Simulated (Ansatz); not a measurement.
C3H5N, SMILES `C=C[C]N` (lower singlet; C–C–C–N torsion 58°) (charge 0, multiplicity 1). This singlet lies 1.05 eV below the relaxed triplet at the level B3LYP/cc-pVTZ // PBE0-D3(BJ)/def2-TZVP (Ansatz, a program for electronic structure).

All values below come from PBE0/cc-pVTZ // PBE0-D3(BJ)/def2-TZVP (Ansatz).

Ansatz 0.2 input:
```yaml
crystal:
  periodic: [false, false, false]
  atoms:
    - { symbol: C, position_ang: [1.326919, 0.411248, 0.241186] }
    - { symbol: C, position_ang: [0.573027, -0.694255, 0.201993] }
    - { symbol: C, position_ang: [-0.770266, -0.777699, 0.731174] }
    - { symbol: N, position_ang: [-1.592299, 0.078761, 0.202299] }
    - { symbol: H, position_ang: [0.939469, 1.344318, 0.637252] }
    - { symbol: H, position_ang: [2.374266, 0.392686, -0.034436] }
    - { symbol: H, position_ang: [1.016595, -1.635598, -0.114737] }
    - { symbol: H, position_ang: [-1.328607, 0.720696, -0.549952] }
    - { symbol: H, position_ang: [-2.539098, 0.159844, 0.541973] }
basis:
  gaussian: { orbitals: cc-pVTZ }
hamiltonian:
  xc: pbe0
```

Output:

```
Functional definition: PBE0
997 factors; their error is unknown
mean field evaluation 1: about -4668.9606 eV, gradient 5.5e1 eV
mean field evaluation 2: about -4667.7740 eV, gradient 5.9e1 eV
mean field evaluation 4: about -4675.7719 eV, gradient 3.1e0 eV
mean field evaluation 8: about -4675.7942 eV, gradient 6.5e-2 eV
mean field evaluation 16: about -4675.7900 eV, gradient 2.3e-5 eV
mean field -4675.78996641 eV, -171.8321119012 hartree, gradient 2.3e-5 eV, S^2 0.000000; 0 other end points of the search recorded, 0 dependent functions left out
reference -4675.78999133 eV, -171.8321128171 hartree; 15, 15 occupied and 175, 175 virtual orbitals, 997 factors
Total energy: -4675.78999133 eV, -171.8321128171 hartree
```
